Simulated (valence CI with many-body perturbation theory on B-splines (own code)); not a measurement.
# Ge XIX: one-electron terms

Computed by configuration interaction combined with many-body perturbation theory (CI+MBPT): four valence electrons over a frozen Dirac-Fock core [Ne], radial functions for each j: 11 s, 11 p, 10 d, 8 f, 5 g, 2 h, with the one-electron correlation potential Σ1, the two-electron term Σ2, the three-electron term Σ3, Breit, model QED; selected CI, second order for the rest, scaled by the run's own slope (own B-spline code, finite nucleus).

No measured levels were compared; by estimate levels of excited configurations hold to 0.05 to 0.15 % of their energy, terms of the ground configuration to about 0.5 %. Among the levels kept, up to 820 cm⁻¹ of a level comes from second order outside the variational space, and about a tenth of that is noise between levels of different J, which matters for small intervals.

These are the spectroscopic orbitals of the CI (the correlating ones are not listed), shaped by the core and the other valence electrons. h is the expectation value of the core's Dirac-Fock operator, without the valence repulsion; Σ1 is computed up to l = 3 at one energy for each symmetry, that of its lowest orbital but kept below the first core excitation, so for empty shells it is not the orbital's own correlation shift; Breit and QED include the response of the core.

```tsv
Orbital	h (hartree)	Σ1 (cm⁻¹)	Breit (cm⁻¹)	QED (cm⁻¹)	⟨r⟩ (bohr)
3s1/2	-32.303	-5533	2054	1400	0.5322
4s1/2	-17.218	-1723	757	526	1.017
5s1/2	-10.676	-755	350	246	1.668
6s1/2	-7.2661	-403	192	135	2.473
7s1/2	-5.2634	-242	117	82.5	3.436
8s1/2	-3.9878	-157	76.2	54.0	4.556
3p1/2	-30.545	-6599	3298	-101	0.5198
4p1/2	-16.49	-2046	1223	-36.3	1.025
5p1/2	-10.316	-919	585	-17.2	1.690
6p1/2	-7.0616	-498	325	-9.5	2.511
7p1/2	-5.1364	-301	200	-5.8	3.490
8p1/2	-3.9036	-196	131	-3.8	4.626
3p3/2	-30.27	-6402	2049	20.1	0.5252
4p3/2	-16.381	-2002	748	8.4	1.032
5p3/2	-10.262	-903	363	4.2	1.700
6p3/2	-7.0311	-490	201	2.4	2.523
7p3/2	-5.1175	-296	123	1.5	3.503
8p3/2	-3.8911	-193	81.1	1.0	4.641
3d3/2	-27.909	-7473	1269	-63.3	0.4731
4d3/2	-15.482	-2014	455	-22.2	1.008
5d3/2	-9.8249	-888	218	-10.6	1.697
6d3/2	-6.7849	-478	122	-5.9	2.542
7d3/2	-4.9651	-289	75.0	-3.7	3.545
3d5/2	-27.859	-7323	531	-31.9	0.4745
4d5/2	-15.46	-1970	189	-10.1	1.010
5d5/2	-9.8136	-869	91.5	-4.6	1.699
6d5/2	-6.7784	-468	51.1	-2.5	2.545
7d5/2	-4.9609	-282	31.5	-1.5	3.548
4f5/2	-15.012	-1285	23.3	-4.3	0.9100
5f5/2	-9.588	-653	16.6	-2.5	1.614
6f5/2	-6.6495	-375	10.9	-1.5	2.474
7f5/2	-4.8805	-234	7.3	-1.0	3.492
4f7/2	-15.004	-1275	1.2	0.3	0.9107
5f7/2	-9.5839	-647	0.9	-0.2	1.615
6f7/2	-6.6471	-371	0.6	-0.2	2.475
7f7/2	-4.879	-232	0.4	-0.1	3.493
5g7/2	-9.5203		0.3	-0.7	1.438
6g7/2	-6.6127		0.3	-0.4	2.303
7g7/2	-4.8579		0.2	-0.3	3.326
5g9/2	-9.518		-0.1	0.5	1.439
6g9/2	-6.6114		-0.1	0.3	2.303
7g9/2	-4.8571		0.0	0.2	3.326
6h9/2	-6.6002				2.051
6h11/2	-6.5993				2.051
```

Among the shells of the start configuration 3s2 3p2, Σ1 is largest in size for 3p1/2, where it is 0.098 % of h.

Lowest root of each symmetry, sizes in configuration state functions:

| J | Parity | Roots | Reference | Variational | Second order | Change by selected CI (cm⁻¹) | Change by second order (cm⁻¹) |
| --- | --- | --- | --- | --- | --- | --- | --- |
| 0 | even | 12 | 58 | 25439 | 144006 | -6820 | -2 |
| 1 | even | 17 | 116 | 31977 | 408980 | -6398 | -68 |
| 2 | even | 24 | 151 | 31998 | 565178 | -6842 | -121 |
| 3 | even | 15 | 111 | 31882 | 565643 | -5569 | -102 |
| 4 | even | 10 | 72 | 31928 | 576256 | -5528 | -80 |
| 5 | even | 3 | 26 | 32178 | 319464 | -5754 | -35 |
| 0 | odd | 9 | 56 | 24723 | 101480 | -7568 | -3 |
| 1 | odd | 22 | 147 | 31926 | 342885 | -6212 | -81 |
| 2 | odd | 28 | 178 | 31993 | 506936 | -3320 | -102 |
| 3 | odd | 23 | 153 | 31982 | 546415 | -5782 | -269 |
| 4 | odd | 15 | 100 | 31953 | 525472 | -7859 | -280 |
| 5 | odd | 6 | 48 | 32116 | 447550 | -10037 | -148 |
| 6 | odd | 2 | 16 | 29033 | 252844 | -7667 | -17 |
